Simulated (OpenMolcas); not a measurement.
Eu3+.

* Program: OpenMolcas 26.06
* Method: CASSCF
* Basis: ANO-RCC-VTZP [8s7p5d3f2g1h]
* Scalar Hamiltonian: DKH2, point nucleus
* Active space: 6 electrons in 7 orbitals (4f)
* State averaging: 2S+1 = 7 even, 7 roots; 2S+1 = 5 even, 140 roots (126 in the spin-orbit step); 2S+1 = 3 even, 588 roots (308 in the spin-orbit step); 2S+1 = 1 even, 490 roots (173 in the spin-orbit step)
* Spin-orbit coupling: RASSI with atomic mean-field integrals over the reference wave functions, term energies averaged over their components

Levels without dynamic correlation, in cm⁻¹ above 4f⁶ ⁷F₀:

```json
{"Level": "4f⁶ ⁵G₂(1)", "E": "31245"}
{"Level": "4f⁶ ⁵D₀(1)", "E": "20751"}
{"Level": "4f⁶ ⁵L₆", "E": "28865"}
```

On this reference, SS-CASPT2, IPEA 0.25 Eh, imaginary shift 0.1 Eh (closed shells correlated: 5s 5p) puts 4f⁶ ⁵G₂(1) at 27970 cm⁻¹.

Estimate the other levels at that method by one scale factor, and say how well it serves.

The factor is 27970 / 31245 = 0.895. Scaled values beside those that SS-CASPT2 gives:
| Level | Scaled | SS-CASPT2 | Miss (%) |
| --- | --- | --- | --- |
| 4f⁶ ⁵D₀(1) | 18572 | 17220 | +7.9 |
| 4f⁶ ⁵L₆ | 25834 | 27460 | -5.9 |
For these levels the scaled values miss SS-CASPT2 by up to 7.9 %, as correlation changes each term by its own factor, spin-orbit parts do not scale and CASPT2 has its own spread within terms. This holds within one configuration; levels of others move differently, and the target method has errors of its own against measurement.

Term energies are means over components that CASPT2 splits; among the terms shown or strongly mixed into the levels shown the widest spread is 110 cm-1 (4f⁶ ⁵G(1), SS-CASPT2). High states are left out of the spin-orbit mixing, which shifts the levels that they would mix with. Without dynamic correlation excited terms often stand tens of per cent too high (terms of higher spin than the ground term too low), and those without a measured partner can miss by more than the paired ones (holds for CASSCF). Only configurations of the active space appear.

A number in round brackets counts repeated terms of one configuration in the order of the reference energies.
